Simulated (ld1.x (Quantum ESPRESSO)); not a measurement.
What the settings do to the TM potential of europium

Base potential:

* Element: Eu (Z = 63)
* Generator: ld1.x (Quantum ESPRESSO) 7.5
* Type: norm-conserving Troullier–Martins (Kleinman–Bylander form)
* Functional: PW91
* Relativity: scalar-relativistic
* Frozen core: [Kr]
* Valence charge: 27
* Reference configuration: 4d10 4f7 5s2 5p6 5d0 6s1 6p0 (charge +1)
* Partial waves: 5s (bound): rc 2.20 bohr; 5p (bound): rc 1.85 bohr; 4d (bound): rc 0.95 bohr; 4f (bound): rc 0.90 bohr
* Local potential: all-electron potential smoothed inside 2.15 bohr (lloc = -1)
* Core correction: none

Occupied shells without a wave of their own: 6s. They enter only through the test configuration that unscreens the potential.

All-electron outer shells of the reference configuration (PW91, scalar-relativistic, ld1.x):

```json
{"shell": "4s", "level (eV)": "-353.16", "outermost node (bohr)": "0.29", "outermost maximum (bohr)": "0.53"}
{"shell": "4p", "level (eV)": "-264.51", "outermost node (bohr)": "0.30", "outermost maximum (bohr)": "0.55"}
{"shell": "4d", "level (eV)": "-141.05", "outermost node (bohr)": "0.27", "outermost maximum (bohr)": "0.57"}
{"shell": "5s", "level (eV)": "-50.98", "outermost node (bohr)": "0.67", "outermost maximum (bohr)": "1.23"}
{"shell": "5p", "level (eV)": "-30.06", "outermost node (bohr)": "0.72", "outermost maximum (bohr)": "1.41"}
{"shell": "4f", "level (eV)": "-8.97", "outermost node (bohr)": "–", "outermost maximum (bohr)": "0.60"}
{"shell": "6s", "level (eV)": "-8.55", "outermost node (bohr)": "1.66", "outermost maximum (bohr)": "3.38"}
{"shell": "5d", "level (eV)": "-7.17", "outermost node (bohr)": "0.82", "outermost maximum (bohr)": "2.08"}
{"shell": "6p", "level (eV)": "-5.36", "outermost node (bohr)": "1.99", "outermost maximum (bohr)": "4.35"}
```

Cutoffs, loose and tight: the cutoffs (Ry, on a coarse ladder) from which the occupation-weighted sum of valence levels, in a spherical-Bessel basis at the reference potential, stays within 10 and 1 mRy of its value at 400 Ry. They do not see the model core or the augmentation charge, which bear on the density cutoff. Test errors are all-electron minus pseudo excitation energies from the reference, over the configurations 4d10 4f7 5s2 5p6 5d0 6s2 6p0; 4d10 4f7 5s2 5p6 5d0 6s0 6p0; 4d10 4f6 5s2 5p6 5d0 6s0 6p0; 4d10 4f7 5s2 5p6 5d1 6s0 6p0; 4d10 4f5 5s2 5p6 5d0 6s0 6p0; 4d10 4f7 5s2 5p6 5d1 6s1 6p0; 4d10 4f8 5s2 5p6 5d0 6s0 6p0. A dash means not determined; rows that change the core or the reference have their own tests.

```tsv
change	outcome	cutoff, loose	cutoff, tight	bound ghosts	largest test error (meV)
base	generated	over 300 Ry	over 300 Ry	none	-1653
wave 4d (bound): rc 0.95 bohr becomes 4d (bound): rc 0.64 bohr	generated	over 300 Ry	over 300 Ry	none	-1653
wave 4d (bound): rc 0.95 bohr becomes 4d (bound): rc 0.74 bohr	generated	over 300 Ry	over 300 Ry	none	-1653
wave 4d (bound): rc 0.95 bohr becomes 4d (bound): rc 0.90 bohr	generated	over 300 Ry	over 300 Ry	none	-1653
wave 4d (bound): rc 0.95 bohr becomes 4d (bound): rc 1.00 bohr	generated	over 300 Ry	over 300 Ry	none	-1654
wave 4d (bound): rc 0.95 bohr becomes 4d (bound): rc 1.12 bohr	generated	over 300 Ry	over 300 Ry	none	-1656
wave 4d (bound): rc 0.95 bohr becomes 4d (bound): rc 1.32 bohr	generated	over 300 Ry	over 300 Ry	none	-1673
wave 4d (bound): rc 0.95 bohr becomes 4d (bound): rc 1.38 bohr	generated	over 300 Ry	over 300 Ry	none	-1682
```

Reading the sweep of the d radius (base included, trends over the rows without a ghost): The median size of the test errors (rows with all tests solved) stays near 252.8 meV.
